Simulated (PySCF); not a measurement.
UHF on Ni (nickel, neutral), [Ar] 3d8 4s2, high-spin 3F determinant. Computed with PySCF 2.14 in STO-3G (4s3p1d, 18 functions), with the non-relativistic Hamiltonian (point nucleus).

```
cycle= 1 E= -1489.73017613034  delta_E= 4.55e-13  |g|= 9.18e-08  |ddm|= 6.9e-07
converged SCF energy = -1489.73017613034  <S^2> = 2.0006949  2S+1 = 3.0004633
```

Highest occupied orbital energy: 7.618 eV; ⟨L²⟩ = 12.00; populations by l: s 8.00, p 12.00, d 8.00.

(1) Can this result be used?

Results:

(1) Not for this state. The calculation finished and met its thresholds. At UHF the highest occupied level has a positive energy, so only the finite basis holds that electron; for this excited configuration the basis is too tight for the outer shell.
